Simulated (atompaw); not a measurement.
**u(r) = r·R(r): atom against pseudo-atom (Cd (Z = 48))**

Columns: radius, all-electron u(r) and pseudo u(r) of the 5s shell (level -5.66 eV) of cadmium in the configuration [Ar] 3d10 4s2 4p6 4d10 5s2 5p0; PBE, scalar-relativistic, PAW (atompaw) scheme, atompaw 4.2.0.5.

```json
{"r (bohr)": "0.077", "all-electron": "-0.1183", "pseudo": "-0.0239"}
{"r (bohr)": "0.154", "all-electron": "0.0065", "pseudo": "-0.0461"}
{"r (bohr)": "0.231", "all-electron": "0.1681", "pseudo": "-0.0651"}
{"r (bohr)": "0.308", "all-electron": "0.1649", "pseudo": "-0.0794"}
{"r (bohr)": "0.385", "all-electron": "0.0512", "pseudo": "-0.0878"}
{"r (bohr)": "0.462", "all-electron": "-0.0888", "pseudo": "-0.0894"}
{"r (bohr)": "0.538", "all-electron": "-0.2018", "pseudo": "-0.0837"}
{"r (bohr)": "0.615", "all-electron": "-0.2704", "pseudo": "-0.0703"}
{"r (bohr)": "0.692", "all-electron": "-0.2913", "pseudo": "-0.0491"}
{"r (bohr)": "0.769", "all-electron": "-0.2715", "pseudo": "-0.0206"}
{"r (bohr)": "0.846", "all-electron": "-0.2218", "pseudo": "0.0146"}
{"r (bohr)": "0.923", "all-electron": "-0.1523", "pseudo": "0.0556"}
{"r (bohr)": "1.000", "all-electron": "-0.0719", "pseudo": "0.1012"}
{"r (bohr)": "1.077", "all-electron": "0.0128", "pseudo": "0.1503"}
{"r (bohr)": "1.154", "all-electron": "0.0971", "pseudo": "0.2015"}
{"r (bohr)": "1.231", "all-electron": "0.1777", "pseudo": "0.2536"}
{"r (bohr)": "1.308", "all-electron": "0.2526", "pseudo": "0.3053"}
{"r (bohr)": "1.385", "all-electron": "0.3207", "pseudo": "0.3555"}
{"r (bohr)": "1.462", "all-electron": "0.3816", "pseudo": "0.4031"}
{"r (bohr)": "1.538", "all-electron": "0.4344", "pseudo": "0.4468"}
{"r (bohr)": "1.615", "all-electron": "0.4808", "pseudo": "0.4872"}
{"r (bohr)": "1.692", "all-electron": "0.5203", "pseudo": "0.5232"}
{"r (bohr)": "1.769", "all-electron": "0.5535", "pseudo": "0.5545"}
{"r (bohr)": "1.846", "all-electron": "0.5808", "pseudo": "0.5811"}
{"r (bohr)": "1.923", "all-electron": "0.6028", "pseudo": "0.6028"}
{"r (bohr)": "2.000", "all-electron": "0.6199", "pseudo": "0.6199"}
```

(1) How many radial nodes do the two functions have?

(2) Is the pseudo-wave norm-conserving?

Answers

(1) The all-electron 5s function has n − l − 1 = 4 (the table is too coarse to show those close to the nucleus); the pseudo-wave has 1, since 1 lower shell of the same l stays in the valence.

(2) No, it belongs to a PAW set: the norm inside the radius is not constrained, and the difference is carried by the augmentation charge.
